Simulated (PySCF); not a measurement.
CH4F2OSi, SMILES F[Si](C)(F)O.

Geometry optimised at ωB97X-D3(BJ)/def2-SVP. One conformer was computed; it need not be the lowest.

Computed with PBE/def2-TZVP (PySCF).

Symmetry labels are those of the subgroup Cs that the program uses (full group Cs).

List the valence orbital energies around the gap with their symmetry. (The exact figures need the calculation; the answer reports its results.)


```json
[
 {"orbital": "HOMO−7", "symmetry": "A'", "energy (eV)": "-10.55"},
 {"orbital": "HOMO−6", "symmetry": "A\"", "energy (eV)": "-10.40"},
 {"orbital": "HOMO−5", "symmetry": "A'", "energy (eV)": "-10.19"},
 {"orbital": "HOMO−4", "symmetry": "A\"", "energy (eV)": "-9.96"},
 {"orbital": "HOMO−3", "symmetry": "A\"", "energy (eV)": "-9.51"},
 {"orbital": "HOMO−2", "symmetry": "A'", "energy (eV)": "-8.99"},
 {"orbital": "HOMO−1", "symmetry": "A'", "energy (eV)": "-8.59"},
 {"orbital": "HOMO", "symmetry": "A\"", "energy (eV)": "-8.15"},
 {"orbital": "LUMO", "symmetry": "A'", "energy (eV)": "-0.28"},
 {"orbital": "LUMO+1", "symmetry": "A'", "energy (eV)": "0.61"},
 {"orbital": "LUMO+2", "symmetry": "A\"", "energy (eV)": "1.22"},
 {"orbital": "LUMO+3", "symmetry": "A'", "energy (eV)": "1.31"}
]
```
